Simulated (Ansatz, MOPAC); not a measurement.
The molecule Ni₂, multiplicity 3 (lowest of 2S+1 = 1, 3, 5 at PBE0/def2-TZVPP; our sources give no spin for the ground state, which may be another). No spin–orbit coupling. Ni is treated without relativity.

The constants come from a fifth-degree fit in 1/R (seven points, main isotopes). In def2 and cc sets the state is the lowest found near the PBE0 minimum, followed along R.

Correlated levels freeze the inner cores; with def2 sets outer-core shells near the valence are correlated too. The state that PM7 reach isn't checked; PM7 holds dispersion and hydrogen-bond terms.

Run with Ansatz (Gaussian orbitals); MOPAC for PM7 (differences of heats of formation). 

**Question.** What bond length and harmonic frequency does PM7 give?

**Answer.** r_e = 2.330 Å, ω_e = 442 cm⁻¹.

**Question.** What bond length and harmonic frequency does B3LYP/def2-TZVPP give?

**Answer.** r_e = 2.297 Å, ω_e = 262 cm⁻¹.

**Question.** What bond length and harmonic frequency does B2PLYP/def2-TZVPP give?

**Answer.** r_e = 2.280 Å, ω_e = 273 cm⁻¹.

Ansatz is a first-principles code.
